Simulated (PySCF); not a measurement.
Scandium: a sound run and one with changed settings

Sound run: Sc [Ar] 3d1 4s2, Sc⁺ [Ar] 3d1 4s1. Computed with PySCF 2.14 in def2-TZVP (6s4p4d1f, 45 functions), with the non-relativistic Hamiltonian (point nucleus). In the sound run the correlated levels freeze [Ar]. The sound run starts from symmetry-adapted Hartree-Fock orbitals and uses a fine grid where one is needed.

Changed run: the spin-free X2C one-electron Hamiltonian (Gaussian nucleus). This setting is unsound on purpose.

```json
{"species": "Sc", "method": "UHF", "sound run (hartree)": "-759.72444", "changed run (hartree)": "-762.76630", "converged": "yes"}
{"species": "Sc", "method": "M06-2X", "sound run (hartree)": "-760.60203", "changed run (hartree)": "-763.64338", "converged": "yes"}
{"species": "Sc", "method": "MP2", "sound run (hartree)": "-759.75044", "changed run (hartree)": "-762.79251", "converged": "yes"}
{"species": "Sc⁺", "method": "UHF", "sound run (hartree)": "-759.52720", "changed run (hartree)": "-762.56812", "converged": "yes"}
{"species": "Sc⁺", "method": "M06-2X", "sound run (hartree)": "-760.35297", "changed run (hartree)": "-763.39294", "converged": "yes"}
{"species": "Sc⁺", "method": "MP2", "sound run (hartree)": "-759.52977", "changed run (hartree)": "-762.57074", "converged": "yes"}
```

Ionisation energy of Sc:

```tsv
method	sound run (eV)	changed run (eV)
UHF	5.367	5.393
M06-2X	6.777	6.815
MP2	6.005	6.035
SCS-MP2	6.134	6.165
```

Most of the change in total energy is the relativistic energy itself. On top of that the contraction fixes the core shape for the Hamiltonian it was made with, so the changed run is not a good calculation with the other Hamiltonian either.

For comparison, NIST gives 6.561 eV between the lowest levels.
